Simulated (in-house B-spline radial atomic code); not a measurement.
Successive ionisation energies of platinum; each step leads to the configuration of the next row (after the last: [Ar] 3d4). Dirac energy differences include first-order Breit, QED and recoil terms. NIST's values go from ground level to ground level; the uncertainty of those that are theory runs from under 0.1 % in few-electron ions to several per cent in heavy many-electron ones. Computed with a B-spline radial code for spherical atoms: Dirac-Hartree-Fock, average of the configuration, finite nuclei.

```tsv
ion	configuration	ionisation energy (eV)	tabulated value (eV)	computed minus tabulated (eV)	highest orbital	largest mean radius (bohr)
Pt48+	[Ar] 3d10 4s2	2762.0	2762	0	4s1/2	0.36453
Pt49+	[Ar] 3d10 4s1	2828.5	2827.8	1	4s1/2	0.3627
Pt50+	[Ar] 3d10	4743.1	4715	28	3d5/2	0.18665
Pt51+	[Ar] 3d9	4881.6	4839	43	3d5/2	0.18563
Pt52+	[Ar] 3d8	5021.8	4980	42	3d5/2	0.18461
Pt53+	[Ar] 3d7	5163.5	5128	35	3d5/2	0.18359
Pt54+	[Ar] 3d6	5306.7	5270	37	3d5/2	0.18259
Pt55+	[Ar] 3d5	5451.6	5410	42	3d5/2	0.1816
```

Task: Where is the largest jump?

Result: From Pt49+ to Pt50+, by a factor of 1.68 (2828.5 to 4743.1 eV); the highest orbital goes from 4s1/2 to 3d5/2.

Where a p, d or f electron is removed, the computed value is a mean over both j, so it misses the tabulated one by a part of the spin-orbit splitting; averaging over terms and missing correlation add to the gap, relatively most at low charge.
